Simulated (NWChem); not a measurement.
System: P₂H cation; SMILES P#[PH+]

All runs: NWChem. Structure relaxed at the PBE-D3(BJ)/def2-SVP level. Level: PBE0/Sadlej pVTZ; rows give the wavelength of the field.

For field 1065 nm:

| Quantity | Result |
|---|---|
| isotropic polarisability (bohr³) | 42.0 |
| anisotropy (bohr³) | 32.7 |

Task: How do the values read with field 589 nm instead?

Result: 
* **isotropic polarisability (bohr³)**: 43.3
* **anisotropy (bohr³)**: 34.3
